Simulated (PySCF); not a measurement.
Choosing a molecule for a target property.

Species are written as SMILES; each is one conformer at its optimised geometry, gas phase, non-relativistic unless stated. Electronic properties by PySCF.

Dipoles, sizes and rotational constants follow the conformer. The torsions of the flexible species, by atom-mapped SMILES:
- `[CH3:1][CH2:2][c:3]1[cH:4][c:5]([O:6][CH3:7])[pH:8][c:9]1[CH3:10]`: C1–C2–C3–C4 -85°, C4–C5–O6–C7 -173°
- `[CH3:1][C:2]([CH3:3])([CH3:4])[PH:5][c:6]1[cH:7][cH:8][o:9][cH:10]1`: C1–C2–P5–C6 -50°, C2–P5–C6–C7 -88°
- `[CH2:1]=[CH:2][P@@:3](=[O:4])([C:5]#[C:6][CH3:7])[CH:8]([CH3:9])[CH3:10]`: C1–C2–P3–O4 3°, C2–P3–C8–C9 -172°
- `[CH3:1][C@@H:2]1[C@@H:3]([SiH3:4])[P@:5]1(=[NH:6])[N:7]([CH3:8])[CH3:9]`: C3–P5–N7–C8 -148°
- `[CH:1]#[C:2][CH2:3][P@:4]([CH3:5])(=[O:6])[CH:7]1[CH2:8][CH2:9][CH2:10]1`: C2–C3–P4–C5 -57°, C3–P4–C7–C8 173°

(1) Wanted: HOMO–LUMO gap between 6.8 eV and 7.5 eV (PBE0/pcSseg-1) and dipole moment above 4 D (PBE0/pcSseg-1), at GFN2-xTB geometries. Which candidate meets both?
A. `O=[P@](C(C)C)(C=C)C#CC`
B. `CCc1cc(OC)[pH]c1C`
C. `C[C@@H]1[C@@H]([SiH3])[P@]1(=N)N(C)C`
D. `C#CC[P@](C)(=O)C1CCC1`
E. `CC(C)(C)PC1=COC=C1`

Answers

(1) A. Computed values:
```
                             species  HOMO–LUMO gap  dipole moment
                   CCc1cc(OC)[pH]c1C        5.01 eV         0.96 D
                  CC(C)(C)PC1=COC=C1        6.49 eV         1.20 D
C[C@@H]1[C@@H]([SiH3])[P@]1(=N)N(C)C        6.75 eV         3.12 D
              O=[P@](C(C)C)(C=C)C#CC        6.91 eV         4.17 D
               C#CC[P@](C)(=O)C1CCC1        8.08 eV         3.39 D
```
